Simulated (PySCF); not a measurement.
# Tl²⁺ (thallium, charge +2) across methods

[Xe] 4f14 5d10 6s1, 2S determinant. Calculation: PySCF 2.14, in aug-cc-pwCVTZ-PP with ECP60MDF; a scalar-relativistic core potential.

| method | E (hartree) | mean ε 5d α (eV) | mean ε 5d β (eV) | mean ε 6s α (eV) | Σ⟨r²⟩ (bohr²) | ⟨S²⟩ |
| --- | --- | --- | --- | --- | --- | --- |
| CAM-B3LYP | -171.5146 | -36.885 | -36.566 | -28.042 | 36.53 | 0.750 |
| UHF | -170.65644 | -40.639 | -40.245 | -28.413 | 36.44 | 0.751 |
| r2SCAN | -171.6305 | -33.920 | -33.462 | -26.013 | 36.28 | 0.752 |
| PBE0 | -171.5580 | -35.478 | -35.100 | -26.631 | 36.40 | 0.751 |
| HSE06 | -171.5545 | -35.048 | -34.680 | -26.237 | 36.42 | 0.751 |
| PBE | -171.5841 | -33.390 | -33.021 | -25.741 | 36.51 | 0.750 |
| LDA | -171.2838 | -33.548 | -33.216 | -26.139 | 36.64 | 0.750 |
| BHandHLYP | -171.4482 | -37.405 | -37.068 | -27.447 | 36.44 | 0.750 |
| revPBE | -171.6443 | -33.336 | -32.960 | -25.632 | 36.46 | 0.751 |

Energies and moments cover only the electrons outside the core potential. Spin-orbit coupling, which splits the p, d and f shells strongly at this Z, is absent.
